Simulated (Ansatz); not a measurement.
Consider the substitution at a C–Te bond: `O=CC(F)[TeH]` + H₂S → `O=CC(F)S` + H₂Te.

Calculated with Ansatz (gas phase, PBE0-D4/def2-TZVP geometries, no zero-point term in ΔE). CBS: MP2 limit from def2 TZ/QZ plus the TZ coupled-cluster correction, frozen cores. This one scheme is used for every species. DFT in def2-TZVPP. Elements past krypton have def2 core potentials. For Te outer-core shells are correlated without core-valence functions, which leaves a few kJ/mol of doubt a bond. One conformer a species, not always the lowest.

`O=CC(F)[TeH]`:

```xyz
8

O    -1.703    0.261   -0.889
C    -0.987    0.327    0.068
C     0.134   -0.628    0.349
F     0.066   -1.748   -0.405
Te    1.969    0.487    0.045
H    -1.081    1.125    0.834
H     0.159   -0.889    1.413
H     1.442    1.066   -1.416
```

H₂S:

Z-matrix (Å, degrees):
```
S
H 1 1.341
H 1 1.341 2 92.3
```

`O=CC(F)S`:

Z-matrix (Å, degrees):
```
C
C 1 1.525
S 1 1.779 2 114.5
F 1 1.386 2 105.1 3 -125.2
H 1 1.096 2 109.0 3 120.7
O 2 1.193 1 125.4 3 -9.3
H 2 1.108 1 112.3 3 169.2
H 3 1.344 1 95.2 2 -23.8
```

H₂Te:

```xyz
3

Te    0.510    0.200   -0.552
H     0.492    0.275    1.102
H    -1.002   -0.475   -0.550
```

```json
{"level": "LDA (SPW92)", "ΔE (kJ/mol)": "10.2"}
{"level": "B97M-V", "ΔE (kJ/mol)": "12.3"}
{"level": "ωB97X-V", "ΔE (kJ/mol)": "6.6"}
{"level": "r2SCAN0", "ΔE (kJ/mol)": "11.9"}
{"level": "CCSD(T)/def2-SVP", "ΔE (kJ/mol)": "-2.1"}
{"level": "SCS-MP2/def2-TZVPP", "ΔE (kJ/mol)": "15.3"}
{"level": "CCSD(T)/def2-TZVPP", "ΔE (kJ/mol)": "12.7"}
{"level": "SCS-MP2/def2-QZVPP", "ΔE (kJ/mol)": "17.8"}
```

Task: What does CCSD(T)/CBS give? (Estimate.)

Result: The calculation gave: +16.9 kJ/mol. The listed levels differ from it by -6.7, -4.6, -10.3, -5.0, -19.0, -1.6, -4.2, 0.9 kJ/mol.

Task: What do rigid-rotor, harmonic-oscillator terms from PBE0-D4/def2-TZVP frequencies (298.15 K, 1 bar) make of the CCSD(T)/CBS value? (Best estimate.)

Result: Ansatz gave: ΔZPE = -1.6 kJ/mol, ΔH = +14.5 kJ/mol, ΔS = 4 J/(mol·K), ΔG = +13.3 kJ/mol.

Largest T1 diagnostic among the species: 0.014.

In def2-TZVPP, CCSD(T) changes the Hartree–Fock value by +9.5 kJ/mol (the triples alone add +1.8 kJ/mol) and MP2 by +14.8 kJ/mol. At CCSD(T), def2-SVP lies −18.9 kJ/mol from the extrapolated value and def2-TZVPP −4.1 kJ/mol. The D4 term adds +3.1 kJ/mol with B3LYP and +1.7 kJ/mol with PBE0; it sums over pairs of atoms, weighted by their polarisabilities, and B3LYP, whose exchange is more repulsive, gets the larger term.

B3LYP here is the variant with VWN-RPA as its local correlation; programs differ in this.
